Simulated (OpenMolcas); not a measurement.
## What dynamic correlation does to the levels of C+

```yaml
Program: OpenMolcas 26.06
Basis: ANO-RCC-VDZP [3s2p1d]
Scalar_Hamiltonian: DKH2, point nucleus
Active_space: 3 electrons in 4 orbitals (2s 2p)
State_averaging: 2S+1 = 4 odd, 1 root; 2S+1 = 2 odd, 11 roots kept (CI in the orbitals of an earlier block); 2S+1 = 4 even, 3 roots; 2S+1 = 2 even, 9 roots kept (CI in the orbitals of an earlier block)
Spin-orbit_coupling: RASSI with atomic mean-field integrals over the reference wave functions, term energies averaged over their components
```

Methods on the same reference wave functions:
A. CASSCF
B. SS-CASPT2, IPEA 0.25 Eh, imaginary shift 0.1 Eh (closed shells correlated: 1s)
C. MS-CASPT2, IPEA 0.25 Eh, imaginary shift 0.1 Eh (closed shells correlated: 1s)

Energies in cm-1 above 2s2 2p 2P* 1/2, the measured ground level; measured values from NIST Handbook of Basic Atomic Spectroscopic Data.

```csv
Level,A,B,C,Measured
2s2 2p 2P* 1/2,0.0,0.0,0.0,0.0
2s2 2p 2P* 3/2,59.3,59.3,59.4,63.4
2s 2p2 4P 1/2,35811,40480,40480,43003
2s 2p2 4P 3/2,35832,40500,40500,43025
2s 2p2 4P 5/2,35868,40530,40540,43054
2s 2p2 2D 3/2,79669,76650,76660,74933
2s 2p2 2D 5/2,79669,76650,76660,74930
2s 2p2 2S 1/2,102622,99690,99690,96494
2s 2p2 2P 1/2,121381,115070,115070,110624
2s 2p2 2P 3/2,121424,115110,115110,110666
2p3 4S* 3/2,137759,140530,140530,142027
2p3 2D* 3/2,160278,153930,153940,150467
2p3 2D* 5/2,160278,153930,153940,150462
2p3 2P* 1/2,183707,175850,175860,168730
2p3 2P* 3/2,183710,175850,175860,168748
```

Deviations, from unrounded energies. A percentage is the sum of absolute deviations over the sum of measured energies, with the sign that they share, or ± where signs differ.

```
                  Against measurement  Levels     A     B     C
       mean absolute deviation (cm-1)      14  8000  3300  3300
fine structure of the ground term (%)       1  -6.6  -6.6  -6.3
             other configurations (%)      13  ±8.2  ±3.3  ±3.3
```

B, C lie about equally close to measurement and A furthest from it. The largest miss of B in the table is 2p3 2P* 1/2, by +7100 cm-1. The ranking rests on the paired levels alone, and a cruder setting can come out closer through cancelling errors.

Between B and C the level of the table that moves most is 2p3 2P* 1/2, by 11 cm-1 (lowest in B, highest in C). Moves below CASPT2's spread within the term are not significant.

The two smallest mean deviations differ by little beside CASPT2's spread within terms, so their order carries little weight.

The lowest spin-free term lies below A's lowest term by 0.035 hartree in B, 0.035 hartree in C.

CASPT2 breaks the degeneracy within a term, and the mean is taken; among the terms shown or strongly mixed into the levels shown the widest spread is 670 cm-1 (2p3 2D*, C). Terms from blocks run as CI alone lack orbitals of their own. Without dynamic correlation excited terms often stand tens of per cent too high (terms of higher spin than the ground term too low), and those without a measured partner can miss by more than the paired ones (holds for A). Measured partners are found by configuration, term and J. A level has none where our copy of the source lacks it or the pairing is in doubt (some pairs that miss far off the trend of their configuration count as doubtful), and it then counts in no deviation. Levels of configurations outside the active space are missing.

* marks odd parity.
